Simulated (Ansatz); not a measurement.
Mulliken charges of `[F][Ge]([F])([F])[O][SiH3]` from ωB97M-V/def2-TZVPP in Ansatz (PBE0-D4/def2-TZVP geometry).

```json
{"atom": "F1", "x (Å)": "2.719", "y (Å)": "-0.752", "z (Å)": "-0.075", "charge (e)": "-0.321"}
{"atom": "Ge2", "x (Å)": "1.120", "y (Å)": "-0.847", "z (Å)": "-0.639", "charge (e)": "1.148"}
{"atom": "F3", "x (Å)": "0.995", "y (Å)": "0.124", "z (Å)": "-2.033", "charge (e)": "-0.328"}
{"atom": "F4", "x (Å)": "0.833", "y (Å)": "-2.458", "z (Å)": "-1.093", "charge (e)": "-0.321"}
{"atom": "O5", "x (Å)": "0.017", "y (Å)": "-0.350", "z (Å)": "0.572", "charge (e)": "-0.446"}
{"atom": "Si6", "x (Å)": "-1.149", "y (Å)": "0.814", "z (Å)": "0.763", "charge (e)": "0.319"}
{"atom": "H7", "x (Å)": "-2.202", "y (Å)": "0.642", "z (Å)": "-0.267", "charge (e)": "-0.018"}
{"atom": "H8", "x (Å)": "-0.537", "y (Å)": "2.160", "z (Å)": "0.636", "charge (e)": "-0.018"}
{"atom": "H9", "x (Å)": "-1.708", "y (Å)": "0.621", "z (Å)": "2.119", "charge (e)": "-0.015"}
```

Q: By hand: the dipole of these point charges (1 e Å = 4.8032 D).

A: Σ q r = (-0.480, 0.373, 0.258) e Å, of length 0.660 e Å = 3.17 D.

Q: How does the dipole of the full density compare? (An estimate is asked.)

A: Ansatz gave: (-0.303, 0.221, 0.190) e Å, 2.02 D; the point charges give 1.57 times that, at 4° from its direction.

Point charges leave out the atoms' own dipoles, such as those of lone pairs, and Mulliken's split depends on the basis, so the two needn't agree.
